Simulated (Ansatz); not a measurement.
`F[SiH2][GaH2]` + H₂O → `O[SiH2]F` + `[GaH3]` at 298.15 K and 1 bar (formal hydrolysis of the Si–Ga bond).

Computed with Ansatz on PBE0-D4/def2-TZVP structures; ΔE is electronic, products minus reactants. CBS: MP2 limit from def2 TZ/QZ plus the TZ coupled-cluster correction, frozen cores. This one scheme is used for every species. For Ga outer-core shells are correlated without core-valence functions, which leaves a few kJ/mol of doubt a bond. Scalar relativity is left out up to krypton. Each species was taken in one conformer, which may not be the lowest.

| species | CCSD(T)/CBS energy (Eh) | H − E (kJ/mol) | S (J/(mol·K)) |
| --- | --- | --- | --- |
| `F[SiH2][GaH2]` | -2315.24935 | 103.7 | 323.6 |
| H₂O | -76.37941 | 66.4 | 188.7 |
| `O[SiH2]F` | -465.96250 | 103.4 | 276.2 |
| `[GaH3]` | -1925.70545 | 59.6 | 218.4 |

H − E and S are ideal-gas, rigid-rotor, harmonic terms from PBE0-D4/def2-TZVP, for one conformer and one mirror image of each species. 1 Eh = 2625.50 kJ/mol, R = 8.31446 J/(mol·K).

Task: By hand: ΔE, ΔH, ΔS and ΔG.

Result: ΔE = (-465.96250) + (-1925.70545) − (-2315.24935) − (-76.37941) = -0.03919 Eh = -102.9 kJ/mol. Δ(H − E) = 103.4 + 59.6 − 103.7 − 66.4 = -7.1, so ΔH = -110.0 kJ/mol. ΔS = 276.2 + 218.4 − 323.6 − 188.7 = -17.7 J/(mol·K). ΔG = -110.0 − 298.15 × (-17.7)/1000 = -104.7 kJ/mol.

Task: By hand: the equilibrium constant, and the temperature at which ΔG would vanish if ΔH and ΔS stayed fixed.

Result: log₁₀ K = −ΔG/(RT ln 10) = 18.3. ΔG = 0 at ΔH/ΔS = 6215 K, far beyond where these terms or the molecules hold.

ΔH outweighs TΔS. A doubt of 5 kJ/mol in ΔE shifts log₁₀ K by 0.9 here. Other conformers and mirror images would add mixing entropy, several J/(mol·K) or more a flexible species. These are equilibria of isolated gas molecules and say nothing of rates. Largest T1 diagnostic: 0.013 (customary marks: 0.02 for closed shells, 0.045 for open ones).
